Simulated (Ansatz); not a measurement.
Species: RbI (charge +1, doublet). 
Structure (B3LYP-D3(BJ)/def2-TZVP (Ansatz, a quantum-chemistry and plane-wave program) minimum search):
```
Rb
I 1 3.8502
```
Charge +1, spin multiplicity 2.

Parts of the frozen-core correlation energy in def2-SVP (Ansatz, hartree). Frozen orbitals: 13; correlated occupied orbitals by spin: 4 and 3; virtual: 33 and 34. Open shells are spin-unrestricted. Spin-orbit coupling is left out. In def2 rows, elements after Kr have scalar-relativistic effective core potentials.

```json
[
 {"term": "reference (HF)", "value": "-320.31815"},
 {"term": "MP2 opposite-spin", "value": "-0.05828"},
 {"term": "MP2 same-spin", "value": "[?]"},
 {"term": "CCSD correlation", "value": "[?]"},
 {"term": "(T)", "value": "[?]"},
 {"term": "CCSDT minus CCSD(T)", "value": "-0.00016"},
 {"term": "CCSDT(Q) minus CCSD(T)", "value": "-0.00028"},
 {"term": "T1 diagnostic", "value": "0.006"},
 {"term": "largest doubles amplitude", "value": "0.046"},
 {"term": "<S^2> of the reference", "value": "0.756"}
]
```

Problem. Some entries are withheld; supply them.

Solution. 
- MP2 same-spin, value: -0.02011
- CCSD correlation, value: -0.09097
- (T), value: -0.00086
